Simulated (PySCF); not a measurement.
**Spin-rotation constants: `InChI=1S/C5H8O3Si/c1-3-4-9(7,5-6)8-2/h5,7H,1-2H3/t9-/m0/s1`**

Geometry:
```json
{"atom": "C1", "x (Å)": "3.401", "y (Å)": "0.648", "z (Å)": "-0.015"}
{"atom": "C2", "x (Å)": "2.019", "y (Å)": "0.233", "z (Å)": "0.039"}
{"atom": "C3", "x (Å)": "0.864", "y (Å)": "-0.112", "z (Å)": "0.078"}
{"atom": "Si4", "x (Å)": "-0.900", "y (Å)": "-0.672", "z (Å)": "0.178"}
{"atom": "O5", "x (Å)": "-1.511", "y (Å)": "-0.911", "z (Å)": "-1.313"}
{"atom": "C6", "x (Å)": "-0.968", "y (Å)": "-2.263", "z (Å)": "1.236"}
{"atom": "O7", "x (Å)": "-0.648", "y (Å)": "-3.341", "z (Å)": "0.796"}
{"atom": "O8", "x (Å)": "-1.860", "y (Å)": "0.345", "z (Å)": "0.988"}
{"atom": "C9", "x (Å)": "-2.226", "y (Å)": "1.650", "z (Å)": "0.640"}
{"atom": "H10", "x (Å)": "3.501", "y (Å)": "1.661", "z (Å)": "0.373"}
{"atom": "H11", "x (Å)": "3.758", "y (Å)": "0.625", "z (Å)": "-1.044"}
{"atom": "H12", "x (Å)": "4.013", "y (Å)": "-0.024", "z (Å)": "0.587"}
{"atom": "H13", "x (Å)": "-1.183", "y (Å)": "-1.615", "z (Å)": "-1.867"}
{"atom": "H14", "x (Å)": "-1.292", "y (Å)": "-2.190", "z (Å)": "2.294"}
{"atom": "H15", "x (Å)": "-1.349", "y (Å)": "2.300", "z (Å)": "0.630"}
{"atom": "H16", "x (Å)": "-2.936", "y (Å)": "2.008", "z (Å)": "1.386"}
{"atom": "H17", "x (Å)": "-2.690", "y (Å)": "1.669", "z (Å)": "-0.347"}
```

Method used: GIAO PBE0/pcSseg-1 magnetisability, rotational g tensor and spin-rotation constants, non-relativistic, gas phase in PySCF 2.14.0. Geometry: GFN2-xTB.

Q: Give the nuclear spin-rotation constants along the inertial axes (H = +C I·J) beside the isotropic shieldings.

A: Rotational constants 1.4379, 0.9542, 0.6933 GHz. A star marks the isotopologue with that one atom substituted, in its own axes.
```
atom  isotope  Caa (kHz)  Cbb (kHz)  Ccc (kHz)  mean (kHz)  σ (ppm)
 H10       1H     -0.138     -0.015     -0.058      -0.070     29.7
 H11       1H     -0.128     -0.103      0.001      -0.077     29.7
 H12       1H     -0.142     -0.026     -0.048      -0.072     29.7
 H13       1H     -0.183     -0.053     -0.033      -0.090     29.6
 H14       1H     -0.087     -0.058      0.076      -0.023     20.0
 H15       1H      0.055     -0.081     -0.071      -0.032     27.7
 H16       1H     -0.064     -0.070     -0.022      -0.052     27.7
 H17       1H     -0.119     -0.092      0.022      -0.063     27.6
  C1     13C*      0.159      0.119      0.087       0.122    181.4
  C2     13C*      0.048      0.383      0.286       0.239     75.7
  C3     13C*      0.045      0.337      0.237       0.206    104.1
 Si4    29Si*     -0.816     -0.491     -0.358      -0.555    432.8
  O5     17O*     -0.093     -0.084     -0.064      -0.080    296.9
  C6     13C*      0.429      0.565      0.400       0.465    -60.5
  O7     17O*     -0.158     -1.393     -0.583      -0.712   -583.9
  O8     17O*     -0.060     -0.139     -0.023      -0.074    307.0
  C9     13C*      0.315      0.131      0.151       0.199    134.4
```
For the geometry as given, no vibrational averaging.
